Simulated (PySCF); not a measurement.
Species: 2-(trifluoromethyl)pyridine, C₆H₄F₃N.
Bonds: F1–C2, C2–F3, C2–F4, C2–C5, C5–C6 (aromatic), C6–C7 (aromatic), C7–C8 (aromatic), C8–C9 (aromatic), C9–N10 (aromatic), C5–N10 (aromatic). Hydrogens: H11 on C6; H12 on C7; H13 on C8; H14 on C9.

Method: PBE0-D3(BJ)/def2-SVP geometry optimisation, gas phase in PySCF 2.14.0; density fitting, grid level 2; the optimiser is geomeTRIC in internal coordinates, started from a GFN2-xTB structure.

Step 0: E = -15899.4863 eV
```
atom  x, y, z in Å  |  force x, y, z in eV/Å
F1      2.6354    0.1158   -1.2692   -0.328  -0.056   0.191
C2      2.1763   -0.0903   -0.0190    1.086   0.019  -0.079
F3      2.6717    0.9181    0.7238   -0.351  -0.095  -0.087
F4      2.7412   -1.2107    0.4223   -0.421   0.194  -0.072
C5      0.6657   -0.1159    0.0167    0.333  -0.116   0.063
C6     -0.0417    1.0683   -0.1471   -0.089  -0.184   0.036
C7     -1.4262    0.9954   -0.1221    0.157  -0.066  -0.012
C8     -2.0278   -0.2395    0.0606    0.087   0.011  -0.001
C9     -1.2171   -1.3565    0.2102   -0.028   0.096  -0.028
N10     0.1011   -1.2983    0.1881    0.464  -0.113   0.005
H11     0.4770    2.0038   -0.2840    0.215   0.428  -0.048
H12    -2.0212    1.8881   -0.2430   -0.271   0.387  -0.052
H13    -3.1016   -0.3352    0.0866   -0.502  -0.060   0.016
H14    -1.6335   -2.3434    0.3539   -0.351  -0.445   0.067
```

Question: Estimate the geometry and energy of step 1. (The exact step hangs on the optimiser's Hessian estimate; all steps are aligned on step 0, rigid shifts and turns removed.)

Answer: E = -15899.5303 eV, largest force 0.478 eV/Å
```
atom  x, y, z in Å  |  force x, y, z in eV/Å
F1      2.6226   -0.0762   -1.2956    0.128  -0.018   0.018
C2      2.1993   -0.0869   -0.0280   -0.477  -0.025   0.028
F3      2.6542    1.0276    0.5562    0.148   0.009  -0.040
F4      2.7300   -1.1296    0.5845    0.167   0.003  -0.011
C5      0.6808   -0.1190    0.0197    0.065   0.057   0.007
C6     -0.0338    1.0727   -0.1085    0.052   0.077   0.044
C7     -1.4219    1.0030   -0.0855   -0.062   0.038  -0.018
C8     -2.0272   -0.2430    0.0520   -0.073   0.012   0.001
C9     -1.2125   -1.3683    0.1637    0.011  -0.066   0.011
N10     0.1157   -1.3094    0.1516   -0.011  -0.040  -0.044
H11     0.4882    2.0273   -0.2068   -0.018  -0.048   0.006
H12    -2.0250    1.9111   -0.1703    0.020  -0.026  -0.007
H13    -3.1150   -0.3444    0.0750    0.032  -0.001  -0.001
H14    -1.6563   -2.3654    0.2701    0.020   0.028   0.007
```

The energy changes by -0.0440 eV. The first-order estimate −F·Δx gives -0.1019 eV and the mean of the old and new forces, exact on a quadratic surface, -0.0470 eV. The step makes an angle of 81° with the force vector and moves no atom by more than 0.201 Å.

What follows is the cost of the whole optimisation. On Arm Neoverse V1, one thread, shared host with 32 logical CPUs at a one-minute load of 30, this took 2.6 min and 0.76 GiB of memory at its peak.
